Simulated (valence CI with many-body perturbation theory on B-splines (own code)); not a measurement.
# E1 line list for Hg⁶⁷⁺

Method: valence CI with perturbative core correlation (CI+MBPT): three valence electrons over a frozen Dirac-Fock core [Ne], radial functions for each j: 11 s, 11 p, 9 d, 7 f, 5 g, 2 h, 1 i, with the one-electron correlation potential Σ1, the two-electron term Σ2, the three-electron term Σ3, Breit, model QED; selected CI, second order for the rest (own B-spline code, finite nucleus).

The last digits are not significant, and no measured levels were compared; by estimate large intervals hold to a few tenths of a per cent, small ones and those within an open d or f shell to about a per cent.

Lines 1 to 50 of 270 in falling wavelength, among levels below 1909.3 eV, chosen from the strongest by gf and those to the six lowest levels. Wavelengths and rates use the calculated energies. Electric multipoles are in the length gauge, E1 and E2 with the static RPA response of the core. Weak lines are less certain than strong ones. Lines between different terms over intervals too small for the method are left out, as are lines whose strength nearly cancels. The highest levels of a list are the least certain.

Levels are named by their leading jj configuration (3d3/2^4 stands for four electrons in 3d with j = 3/2), which in mixed levels can hold well under half, so a name can repeat and another be missing. Letters in brackets count levels of one name in rising energy.

```csv
λ vac (Å),Upper,Lower,A (s⁻¹),S (a.u.) with core polarisation,S without
84.65,(3p1/2 3p3/2 3d3/2) J=7/2,(3s 3p3/2 3d3/2) J=5/2 [b],6.33e+09,1.52e-02,1.54e-02
82.78,(3s 3p1/2 3d3/2) J=5/2,(3s^2 3d3/2) J=3/2,1.04e+10,1.75e-02,1.78e-02
79.28,(3s 3p1/2 3p3/2) J=3/2 [a],(3s^2 3p3/2) J=3/2,2.52e+09,2.48e-03,2.52e-03
76.98,(3p1/2 3d3/2^2) J=5/2,(3s 3d3/2^2) J=3/2,1.19e+10,1.61e-02,1.63e-02
75.87,(3p1/2 3p3/2 3d5/2) J=7/2 [b],(3s 3p3/2 3d5/2) J=5/2 [b],1.34e+10,2.31e-02,2.34e-02
74.86,(3p1/2 3p3/2 3d5/2) J=9/2,(3s 3p3/2 3d5/2) J=7/2 [b],1.21e+10,2.51e-02,2.55e-02
70.13,(3s 3p1/2 3p3/2) J=5/2,(3s^2 3p3/2) J=3/2,1.79e+10,1.83e-02,1.86e-02
70.06,(3s 3p1/2 3d5/2) J=7/2,(3s^2 3d5/2) J=5/2,2.90e+10,3.93e-02,3.99e-02
68.20,(3p1/2 3p3/2 3d3/2) J=5/2 [a],(3s 3p3/2 3d3/2) J=3/2 [a],1.17e+10,1.10e-02,1.11e-02
68.10,(3p1/2^2 3d3/2) J=3/2,(3s 3p1/2 3d3/2) J=1/2,1.87e+10,1.17e-02,1.18e-02
67.23,(3s 3p1/2 3d3/2) J=3/2 [a],(3s 3p1/2 3p3/2) J=3/2 [b],2.13e+09,1.28e-03,1.30e-03
66.08,(3p1/2 3p3/2 3d5/2) J=9/2,(3s 3p3/2 3d5/2) J=7/2 [a],1.53e+10,2.17e-02,2.20e-02
65.93,(3s 3p1/2 3d5/2) J=5/2 [b],(3s^2 3d5/2) J=5/2,2.21e+10,1.88e-02,1.90e-02
65.04,(3s 3p1/2^2) J=1/2,(3s^2 3p1/2) J=1/2,4.83e+10,1.31e-02,1.33e-02
64.78,(3p1/2 3p3/2 3d3/2) J=7/2,(3s 3p3/2 3d3/2) J=7/2,2.25e+10,2.41e-02,2.45e-02
64.46,(3p1/2 3p3/2 3d5/2) J=5/2 [a],(3s 3p3/2 3d5/2) J=3/2 [a],3.35e+10,2.66e-02,2.69e-02
64.32,(3s 3p1/2 3d5/2) J=3/2,(3s^2 3d5/2) J=5/2,3.17e+10,1.66e-02,1.69e-02
64.23,(3p1/2 3p3/2 3d3/2) J=7/2,(3s 3p3/2 3d3/2) J=5/2 [a],1.29e+10,1.35e-02,1.37e-02
63.07,(3p1/2 3p3/2 3d5/2) J=3/2 [b],(3s 3p3/2 3d5/2) J=1/2,3.60e+10,1.78e-02,1.81e-02
63.00,(3p1/2^2 3d5/2) J=5/2,(3s 3p1/2 3d5/2) J=3/2,4.45e+10,3.29e-02,3.34e-02
62.39,(3s 3p1/2 3d3/2) J=3/2 [b],(3s 3p1/2 3p3/2) J=3/2 [b],3.93e+10,1.89e-02,1.91e-02
62.34,(3s 3p1/2 3p3/2) J=3/2 [b],(3s^2 3p3/2) J=3/2,3.17e+10,1.52e-02,1.54e-02
61.58,(3p1/2 3p3/2 3d5/2) J=3/2 [a],(3s 3p3/2 3d5/2) J=5/2 [a],4.99e+10,2.30e-02,2.33e-02
61.52,(3p1/2^2 3d5/2) J=5/2,(3s 3p1/2 3d5/2) J=5/2 [b],4.45e+10,3.07e-02,3.11e-02
60.29,(3p1/2 3p3/2 3d5/2) J=5/2 [a],(3s 3p3/2 3d5/2) J=5/2 [a],3.40e+10,2.20e-02,2.24e-02
60.04,(3s 3p1/2 3d3/2) J=3/2 [a],(3s 3p1/2 3p3/2) J=5/2,2.96e+10,1.26e-02,1.28e-02
59.71,(3p1/2 3p3/2^2) J=5/2,(3s 3p3/2^2) J=5/2,3.32e+10,2.09e-02,2.12e-02
59.18,(3p1/2 3p3/2 3d5/2) J=7/2 [b],(3s 3p3/2 3d5/2) J=7/2 [a],2.97e+10,2.43e-02,2.47e-02
58.95,(3s 3p1/2 3d3/2) J=5/2,(3s 3p1/2 3p3/2) J=3/2 [b],1.05e+10,6.35e-03,6.44e-03
58.84,(3s 3p1/2 3p3/2) J=1/2,(3s^2 3p3/2) J=3/2,3.92e+10,7.89e-03,8.00e-03
58.55,(3p1/2^2 3d3/2) J=3/2,(3s 3p1/2 3d3/2) J=5/2,9.07e+10,3.59e-02,3.64e-02
58.47,(3p1/2 3p3/2 3d5/2) J=5/2 [b],(3s 3p3/2 3d5/2) J=7/2 [a],4.34e+10,2.57e-02,2.60e-02
58.31,(3p1/2^2 3d5/2) J=5/2,(3s 3p1/2 3d5/2) J=7/2,8.31e+10,4.88e-02,4.95e-02
58.12,(3p1/2 3p3/2 3d5/2) J=7/2 [a],(3s 3p3/2 3d5/2) J=9/2,6.36e+10,4.93e-02,5.00e-02
57.92,(3p1/2 3p3/2^2) J=3/2,(3s 3p3/2^2) J=5/2,6.54e+10,2.51e-02,2.54e-02
57.76,(3p1/2 3p3/2 3d3/2) J=5/2 [a],(3p1/2 3p3/2^2) J=5/2,3.42e+10,1.95e-02,1.98e-02
56.94,(3p1/2 3p3/2 3d3/2) J=5/2 [b],(3s 3p3/2 3d3/2) J=7/2,7.17e+10,3.92e-02,3.98e-02
56.82,(3p1/2 3p3/2 3d3/2) J=3/2 [b],(3s 3p3/2 3d3/2) J=5/2 [a],3.42e+10,1.24e-02,1.26e-02
56.14,(3s 3p1/2 3d3/2) J=3/2 [b],(3s 3p1/2 3p3/2) J=5/2,5.86e+10,2.05e-02,2.08e-02
56.01,(3p1/2 3p3/2 3d5/2) J=9/2,(3s 3p3/2 3d5/2) J=9/2,4.53e+10,3.93e-02,3.99e-02
55.51,(3p1/2^2 3d3/2) J=3/2,(3s 3p1/2 3d3/2) J=3/2 [b],5.96e+10,2.01e-02,2.04e-02
54.65,(3s 3p1/2 3d3/2) J=3/2 [a],(3s 3p1/2 3p3/2) J=3/2 [a],2.26e+10,7.29e-03,7.39e-03
53.34,(3s 3p1/2 3d3/2) J=5/2,(3s 3p1/2 3p3/2) J=5/2,1.28e+10,5.75e-03,5.82e-03
53.27,(3p1/2 3d3/2^2) J=5/2,(3p1/2 3p3/2 3d3/2) J=5/2 [a],2.30e+10,1.03e-02,1.04e-02
51.65,(3s 3p1/2 3d3/2) J=1/2,(3s 3p1/2 3p3/2) J=3/2 [b],9.83e+08,1.34e-04,1.36e-04
51.40,(3s 3p1/2 3d3/2) J=3/2 [b],(3s 3p1/2 3p3/2) J=3/2 [a],3.04e+09,8.16e-04,8.28e-04
49.78,(3s 3p1/2 3d3/2) J=3/2 [c],(3s 3p1/2 3p3/2) J=3/2 [b],4.07e+09,9.92e-04,1.00e-03
49.04,(3s 3p1/2 3d3/2) J=5/2,(3s 3p1/2 3p3/2) J=3/2 [a],5.51e+07,1.92e-05,1.93e-05
47.79,(3s^2 3d3/2) J=3/2,(3s^2 3p3/2) J=3/2,1.71e+08,3.69e-05,3.68e-05
45.72,(3s 3p1/2 3d3/2) J=3/2 [c],(3s 3p1/2 3p3/2) J=5/2,5.07e+09,9.56e-04,9.72e-04
```
